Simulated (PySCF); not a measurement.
CH₆FGeN.
Bonds: N1–Ge2, Ge2–C3, C3–F4. Hydrogens: H5, H6 on N1; H7, H8 on Ge2; H9, H10 on C3.

Level of theory: EOM-IP-CCSD/aug-cc-pVDZ in PySCF, restricted Hartree–Fock reference, frozen core, non-relativistic, gas phase, PBE0-D3(BJ)/def2-SVP geometry.

The vertical ionisation energies are 9.53, 11.34, 12.13, 12.75, 13.15, 15.48, 16.36, 16.92 eV.

Task: Which Hartree–Fock orbital leads each hole, and what is its Koopmans value −ε?

Result: 
| leading hole (HF orbital) | Koopmans (eV) | EOM-IP-CCSD (eV) | change (eV) | one-hole share |
| --- | --- | --- | --- | --- |
| HOMO | 10.70 | 9.53 | -1.17 | 0.95 |
| HOMO-1 | 12.52 | 11.34 | -1.18 | 0.95 |
| HOMO-2 | 12.78 | 12.13 | -0.65 | 0.95 |
| HOMO-3 | 13.99 | 12.75 | -1.24 | 0.95 |
| HOMO-4 | 14.57 | 13.15 | -1.42 | 0.95 |
| HOMO-6 | 17.63 | 15.48 | -2.15 | 0.94 |
| HOMO-5 | 17.51 | 16.36 | -1.15 | 0.95 |
| HOMO-7 | 18.80 | 16.92 | -1.88 | 0.94 |

Task: Does the order of the lines follow the orbital energies?

Result: No: the HOMO-6 hole (15.48 eV) falls below the HOMO-5 hole (16.36 eV). The corrections run from -2.15 to -0.65 eV, with a mean of -1.35 eV over the 8 lines; no line lies above its Koopmans value.

Task: At what kinetic energies would He II light (40.81 eV) eject these electrons?

Result: 31.28 eV (HOMO), 29.47 eV (HOMO-1), 28.68 eV (HOMO-2), 28.06 eV (HOMO-3), 27.66 eV (HOMO-4), 25.33 eV (HOMO-6), 24.45 eV (HOMO-5), 23.89 eV (HOMO-7).

One root was sought for each valence orbital with −ε under 21 eV, eight at most, so deeper holes and satellites are missing; no vibrational structure.

The values belong to the conformer `[NH2:1][GeH2:2][CH2:3][F:4]`: N1–Ge2–C3–F4 -56°, H–N1–Ge2–C3 -64°, H–N1–Ge2–C3 60°.
